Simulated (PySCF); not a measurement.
# Atomic charges by several schemes

C7H18N2.
Structure used (GFN2-xTB), in Å, numbered top down from 1:
```xyz
27
C7H18N2 angstrom
C      2.609    1.282   -0.375
N      1.772    0.499    0.506
N      1.034   -0.500   -0.168
C      1.819   -1.684   -0.469
C     -0.182   -0.801    0.578
C     -1.369    0.085    0.158
C     -2.614   -0.382    0.917
C     -1.094    1.549    0.493
C     -1.594   -0.067   -1.346
H      3.470    0.741   -0.793
H      1.995    1.636   -1.202
H      2.980    2.139    0.185
H      2.331    0.101    1.269
H      1.228   -2.355   -1.087
H      2.147   -2.223    0.436
H      2.702   -1.390   -1.036
H     -0.005   -0.686    1.658
H     -0.450   -1.843    0.390
H     -3.476    0.213    0.625
H     -2.473   -0.276    1.990
H     -2.832   -1.426    0.702
H     -0.215    1.896   -0.038
H     -1.945    2.166    0.212
H     -0.916    1.668    1.559
H     -1.857   -1.093   -1.593
H     -0.684    0.193   -1.879
H     -2.399    0.584   -1.680
```

Density: PBE0/pcSseg-1 (PySCF); schemes: Mulliken, IAO, Hirshfeld and ESP-fitted. Isolated species at its GFN2-xTB geometry (one conformer only).

Q: Atoms with like bonding are taken together and averaged. Do the Mulliken, IAO, Hirshfeld and ESP-fitted schemes agree on where the charge is lowest?

A: The schemes don't all agree: Mulliken C6 (-0.620); IAO C7/C8/C9 (-0.415); Hirshfeld C7/C8/C9 (-0.125); ESP-fitted C7/C8/C9 (-0.569).

Q: Do the Mulliken, IAO, Hirshfeld and ESP-fitted schemes agree on where the charge is highest?

A: The schemes don't all agree: Mulliken H13 (+0.156); IAO H13 (+0.211); Hirshfeld H13 (+0.096); ESP-fitted C6 (+0.780).

Q: For which atoms does the sign change between the 4 schemes (beyond +0.03 e in one, beyond −0.03 e in another)?

A: N3, C5 and C6. Atomic charges aren't observables, and each scheme defines them in its own way.

Q: Tabulate the Mulliken, IAO, Hirshfeld and ESP-fitted charges.

A: In e; atoms taken as equivalent share a row and are averaged (×n: the atom named and its like, n in all):

```tsv
atom	environment	Mulliken	IAO	Hirshfeld	ESP-fitted
C1	N-methyl carbon	-0.096	-0.303	-0.078	-0.251
N2	hydrazine nitrogen	-0.352	-0.318	-0.104	-0.532
N3	hydrazine nitrogen	-0.477	-0.170	-0.035	+0.121
C4	N-methyl carbon	-0.086	-0.315	-0.081	-0.483
C5	sp3 carbon bound to nitrogen	+0.139	-0.146	-0.029	-0.472
C6	quaternary sp3 carbon	-0.620	+0.059	+0.023	+0.780
C7/C8/C9	methyl carbon	-0.141	-0.415	-0.125	-0.569
H10/H11/H12	methyl hydrogen	+0.107	+0.134	+0.038	+0.113
H13	N–H hydrogen	+0.156	+0.211	+0.096	+0.345
H14/H15/H16	methyl hydrogen	+0.102	+0.131	+0.037	+0.156
H17/H18	methylene hydrogen	+0.094	+0.117	+0.031	+0.139
H19 (×9)	methyl hydrogen	+0.105	+0.133	+0.033	+0.124
```

Mean size of the charges over all atoms: ESP-fitted 0.255 e, IAO 0.185 e, Mulliken 0.152 e, Hirshfeld 0.052 e. Each set sums to the total charge, 0, to within 0.001 e. The IAO scheme projects the occupied orbitals on a minimal set of polarised atomic orbitals and counts the electrons in each atom's part of it.

Some averages cover members that differ in this geometry: C7/C8/C9, ESP-fitted -0.644 to -0.497; H19 (×9), ESP-fitted +0.096 to +0.188; H17/H18, ESP-fitted +0.114 to +0.164; H10/H11/H12, IAO +0.105 to +0.151 e.

Q: Sum the charges by element.

A: 
```csv
element,atoms,Mulliken,IAO,Hirshfeld,ESP-fitted
C,7,-1.085,-1.950,-0.539,-2.133
N,2,-0.829,-0.488,-0.139,-0.411
H,18,+1.914,+2.439,+0.679,+2.544
```

Q: How many electrons does the Mulliken scheme count on C5?

A: Z − q = 6 − (+0.139) = 5.861.

Q: How closely do the schemes follow one another over all atoms?

A: Correlation coefficient and root-mean-square difference: IAO with Hirshfeld 0.99, 0.151 e; Hirshfeld with ESP-fitted 0.86, 0.272 e; IAO with ESP-fitted 0.85, 0.183 e; Mulliken with IAO 0.57, 0.190 e; Mulliken with Hirshfeld 0.54, 0.171 e; Mulliken with ESP-fitted 0.10, 0.361 e.

These values come from a run that also computed NMR shieldings. The run took 46 s wall on an Arm Neoverse V2 with one thread, on a shared host, and the process peaked at 1.1 GiB of memory.
